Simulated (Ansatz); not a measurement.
Program: Ansatz. Geometries: PBE0-D4/def2-TZVP. ΔE: electronic, gas phase. CBS: MP2 limit from def2 TZ/QZ plus the TZ coupled-cluster correction, frozen cores. This one scheme is used for every species. Functionals use def2-TZVPP. B3LYP here is the variant with VWN-RPA as its local correlation; programs differ in this. For Br outer-core shells are correlated without core-valence functions, which leaves a few kJ/mol of doubt a bond. Scalar relativity is left out up to krypton. Each species was taken in one conformer, which may not be the lowest.

`CN[SiH](F)OC` + HBr → `CN[SiH](F)Br` + CH₃OH  (ligand exchange at the Si–O bond)

```json
{"level": "PBE-D4", "ΔE (kJ/mol)": "5.8", "difference from CCSD(T)/CBS": "-7.2"}
{"level": "r2SCAN-D4", "ΔE (kJ/mol)": "14.2", "difference from CCSD(T)/CBS": "1.2"}
{"level": "PBE0-D4", "ΔE (kJ/mol)": "7.3", "difference from CCSD(T)/CBS": "-5.7"}
{"level": "B3LYP-D4", "ΔE (kJ/mol)": "17.7", "difference from CCSD(T)/CBS": "4.7"}
{"level": "ωB97X-V", "ΔE (kJ/mol)": "14.9", "difference from CCSD(T)/CBS": "1.9"}
{"level": "ωB97M-V", "ΔE (kJ/mol)": "14.6", "difference from CCSD(T)/CBS": "1.6"}
{"level": "B2PLYP", "ΔE (kJ/mol)": "16.8", "difference from CCSD(T)/CBS": "3.8"}
{"level": "PBE", "ΔE (kJ/mol)": "4.2", "difference from CCSD(T)/CBS": "-8.8"}
{"level": "r2SCAN", "ΔE (kJ/mol)": "13.2", "difference from CCSD(T)/CBS": "0.2"}
{"level": "PBE0", "ΔE (kJ/mol)": "5.9", "difference from CCSD(T)/CBS": "-7.1"}
{"level": "B3LYP", "ΔE (kJ/mol)": "15.8", "difference from CCSD(T)/CBS": "2.8"}
{"level": "HF/def2-TZVPP", "ΔE (kJ/mol)": "21.1", "difference from CCSD(T)/CBS": "8.1"}
{"level": "MP2/def2-TZVPP", "ΔE (kJ/mol)": "14.7", "difference from CCSD(T)/CBS": "1.7"}
{"level": "SCS-MP2/def2-TZVPP", "ΔE (kJ/mol)": "18.2", "difference from CCSD(T)/CBS": "5.2"}
{"level": "CCSD/def2-TZVPP", "ΔE (kJ/mol)": "20.8", "difference from CCSD(T)/CBS": "7.8"}
{"level": "CCSD(T)/def2-TZVPP", "ΔE (kJ/mol)": "19.8", "difference from CCSD(T)/CBS": "6.8"}
{"level": "HF/def2-QZVPP", "ΔE (kJ/mol)": "22.1", "difference from CCSD(T)/CBS": "9.1"}
{"level": "MP2/def2-QZVPP", "ΔE (kJ/mol)": "11.1", "difference from CCSD(T)/CBS": "-1.9"}
{"level": "SCS-MP2/def2-QZVPP", "ΔE (kJ/mol)": "15.0", "difference from CCSD(T)/CBS": "2.0"}
{"level": "HF/CBS(def2)", "ΔE (kJ/mol)": "22.3", "difference from CCSD(T)/CBS": "9.3"}
{"level": "MP2/CBS(def2)", "ΔE (kJ/mol)": "7.8", "difference from CCSD(T)/CBS": "-5.2"}
{"level": "CCSD/CBS(def2)", "ΔE (kJ/mol)": "13.9", "difference from CCSD(T)/CBS": "0.9"}
{"level": "CCSD(T)/CBS", "ΔE (kJ/mol)": "13.0", "difference from CCSD(T)/CBS": "0"}
```

Largest T1 diagnostic among the species: 0.011.
